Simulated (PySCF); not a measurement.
Löwdin shares of the frontier orbitals

Species: C5H11NO.
Atom-mapped SMILES: `[CH3:1][N:2]([CH3:3])[CH2:4][CH2:5][CH:6]=[O:7]` (hydrogens: H8, H9, H10 on C1; H11, H12, H13 on C3; H14, H15 on C4; H16, H17 on C5; H18 on C6)

Geometry (GFN2-xTB, Å), atoms numbered from 1 in this order:
```xyz
18
C5H11NO angstrom
C     -2.111   -0.683   -0.142
N     -0.825   -0.054   -0.361
C     -0.773    1.253    0.257
C      0.273   -0.906    0.054
C      1.599   -0.448   -0.562
C      2.250    0.691    0.162
O      2.876    1.578   -0.349
H     -2.891   -0.030   -0.529
H     -2.150   -1.626   -0.685
H     -2.315   -0.880    0.922
H     -1.587    1.862   -0.133
H      0.168    1.739    0.006
H     -0.864    1.206    1.354
H      0.373   -0.949    1.155
H      0.057   -1.915   -0.303
H      1.453   -0.186   -1.611
H      2.310   -1.278   -0.512
H      2.149    0.630    1.267
```

The calculation used TDDFT PBE0/def2-SVPD, vertical, gas phase, core orbitals frozen in the response in PySCF 2.14.0, density-fitted response routines.

Kohn–Sham orbitals with the atoms that hold most of them (Löwdin shares over 4%, at most four atoms; ? is withheld):

```json
{"orbital": "LUMO+2", "ε (eV)": "1.19", "atoms": "H17 17%, C5 11%, C1 11%, H8 8%"}
{"orbital": "LUMO+1", "ε (eV)": "0.68", "atoms": "C1 16%, C4 11%, H15 8%, C3 8%"}
{"orbital": "LUMO", "ε (eV)": "?", "atoms": "C6 40%, O7 33%, C5 8%, H18 5%"}
{"orbital": "HOMO", "ε (eV)": "-6.50", "atoms": "?"}
{"orbital": "HOMO-1", "ε (eV)": "-7.47", "atoms": "?"}
{"orbital": "HOMO-2", "ε (eV)": "-9.92", "atoms": "O7 23%, C5 12%, N2 12%, C4 10%"}
{"orbital": "HOMO-3", "ε (eV)": "-10.34", "atoms": "C3 20%, N2 16%, C4 13%, C1 12%"}
```

Problem. Which atoms hold the HOMO-1, and with what shares?

Solution. O7 (bonded to C) 59%; C6 (bonded to C, O and H) 16%; C5 (bonded to 2 C and 2 H) 10%; H18 (bonded to C) 9%. By element: oxygen 59%, carbon 26% or more, hydrogen 9% or more.

Problem. Give the leading atoms of the HOMO.

Solution. N2 (bonded to 3 C) 56%; C1 (bonded to N and 3 H) 8%; C3 (bonded to N and 3 H) 8%; C4 (bonded to C, N and 2 H) 7%. By element: nitrogen 56%, carbon 23% or more.

Problem. What is the LUMO energy, and the HOMO–LUMO gap?

Solution. ε(LUMO) = -0.80 eV; the gap is 5.70 eV (0.2094 hartree).

Problem. How does S1 compare with the orbital gap of 5.70 eV?

Solution. S1 is at 4.26 eV (f = 0.0011), 1.44 eV below the gap, made of HOMO-1→LUMO (82%), HOMO→LUMO (17%). Its leading pair isn't HOMO and LUMO; the energies of that pair differ by 6.67 eV. 

Problem. One configuration dominates each of S1, S2 and S3. Which, and how do the shares of the two leading atoms of either orbital change from the occupied to the empty one?

Solution. 
- S1 (4.26 eV, f 0.0011), HOMO-1→LUMO (82%): O7 59% → 33%, C6 16% → 40%; low, almost dark, from the terminal oxygen into the C=O bond, the pattern of n→π*
- S2 (4.71 eV, f 0.013), HOMO→LUMO (83%): N2 56% → at most 6%, C1 8% → at most 6%, C6 at most 8% → 40%, O7 at most 8% → 33%
- S3 (6.08 eV, f 0.027), HOMO→LUMO+1 (95%): N2 56% → at most 8%, C1 8% → 16%, C4 7% → 11%

Time: 41 s (with the writing of density and orbital grids); peak memory 0.89 GiB. Hardware: an Arm Neoverse V1 with one thread, on a shared host.

One conformer stands for the species.
